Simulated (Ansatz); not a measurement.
`[Cl][Ga]([Cl])[SeH]` + HI → `[Cl][Ga]([Cl])[I]` + H₂Se at 700 K and 1 bar (ligand exchange at a Ga–Se bond).

Isolated molecules relaxed with PBE0-D4/def2-TZVP in Ansatz; ΔE leaves out vibrations. CCSD(T)/CBS adds triple-zeta CCSD(T) − MP2 to the extrapolated MP2 energy (def2 sets, frozen cores). Elements past krypton have def2 core potentials. For Ga, I, Se outer-core shells are correlated without core-valence functions, which leaves a few kJ/mol of doubt a bond. Scalar relativity is left out up to krypton. One conformer a species, not always the lowest.

```
              species  CCSD(T)/CBS energy (Eh)  H − E (kJ/mol)  S (J/(mol·K))
`[Cl][Ga]([Cl])[SeH]`              -5244.95427            86.6          443.6
                   HI               -298.03592            34.6          231.7
  `[Cl][Ga]([Cl])[I]`              -3141.09973            59.2          422.9
                 H₂Se              -2401.89790            61.1          251.1
```

H − E and S are ideal-gas, rigid-rotor, harmonic terms from PBE0-D4/def2-TZVP, for one conformer and one mirror image of each species. 1 Eh = 2625.50 kJ/mol, R = 8.31446 J/(mol·K).

Problem. By hand: ΔE, ΔH, ΔS and ΔG.

Solution. ΔE = (-3141.09973) + (-2401.89790) − (-5244.95427) − (-298.03592) = -0.00744 Eh = -19.5 kJ/mol. Δ(H − E) = 59.2 + 61.1 − 86.6 − 34.6 = -0.9, so ΔH = -20.4 kJ/mol. ΔS = 422.9 + 251.1 − 443.6 − 231.7 = -1.3 J/(mol·K). ΔG = -20.4 − 700 × (-1.3)/1000 = -19.5 kJ/mol.

Problem. By hand: the equilibrium constant, and the temperature at which ΔG would vanish if ΔH and ΔS stayed fixed.

Solution. log₁₀ K = −ΔG/(RT ln 10) = 1.5. ΔG = 0 at ΔH/ΔS = 15692 K, far beyond where these terms or the molecules hold.

The number of gas molecules stays the same, so ΔS is small and ΔH decides. A doubt of 5 kJ/mol in ΔE shifts log₁₀ K by 0.4 here. Other conformers and mirror images would add mixing entropy, several J/(mol·K) or more a flexible species. These are equilibria of isolated gas molecules and say nothing of rates. Largest T1 diagnostic: 0.011 (customary marks: 0.02 for closed shells, 0.045 for open ones).
